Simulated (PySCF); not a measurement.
Computed shifts of a molecule C2H4Cl2Ge, PBE/pcSseg-1 (PySCF), GIAO, gas phase, atoms alike by connectivity averaged where their shifts nearly agree, in ppm (number of nuclei): ¹³C: 146.4 (1), 144.0 (1). ¹H: 6.91 (1), 6.89 (2), 6.74 (1). References: ⁷³Ge against GeH4 (σ = 1614.4 ppm); ³⁵Cl against HCl (σ = 936.5 ppm); ¹³C against TMS (σ = 182.0 ppm); ¹H against TMS (σ = 31.49 ppm), references at their B3LYP-D3(BJ)/def2-TZVP geometries, non-relativistic (without spin–orbit terms, shifts of atoms bonded to Cl or Br come out too high). The structure is a stationary point at r2SCAN-D4/def2-SVP. Other conformers were not sampled.

Q: Which molecule gave these data?
(A) ClC(Cl)=[CH][GeH3]
(B) C=[CH][GeH]([Cl])[Cl]
(C) C=[C](Cl)[GeH2][Cl]
(D) Cl/C=[CH]\[GeH2][Cl]

A: B, C=[CH][GeH]([Cl])[Cl]
